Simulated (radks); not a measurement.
Task: Species: the potassium ion K6+. Configuration: [Ne] 3s2 3p1. Calculated with a radial shooting solver on a logarithmic mesh with Libxc functionals: scalar-relativistic Kohn-Sham, PBE, spin-unpolarised, spherical densities, point nucleus. Some entries of the table are withheld. Estimate them.

orbital,occ.,eigenvalue (hartree),<r^2> (bohr^2),r(max) (bohr)
1s,2,(1),0.008832,0.05302
2s,2,-17.04672,(2),(3)
2p,6,-14.38090,(4),(5)
3s,2,-4.64478,1.406,(6)
3p,1,-3.95244,1.535,1.032

Result: 
(1) 1s eigenvalue (hartree): -133.7303
(2) 2s <r^2> (bohr^2): 0.1758
(3) 2s r(max) (bohr): 0.3172
(4) 2p <r^2> (bohr^2): 0.1494
(5) 2p r(max) (bohr): 0.2614
(6) 3s r(max) (bohr): 1.005
